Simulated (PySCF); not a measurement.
A structure optimised at B3LYP-D3(BJ)/def2-SVP, used in a PySCF frequency run:

```
Sc
F 1 1.8285
F 1 1.8285 2 120.00
F 1 1.8285 2 120.00 3 180.00
```

**Question.** Write its SMILES, formula and point group.

**Answer.** [F][Sc]([F])[F], F3Sc, D3h

**Question.** What are its rotational constants (standard atomic weights)?

**Answer.** 5.3042, 5.3042, 2.6521 GHz
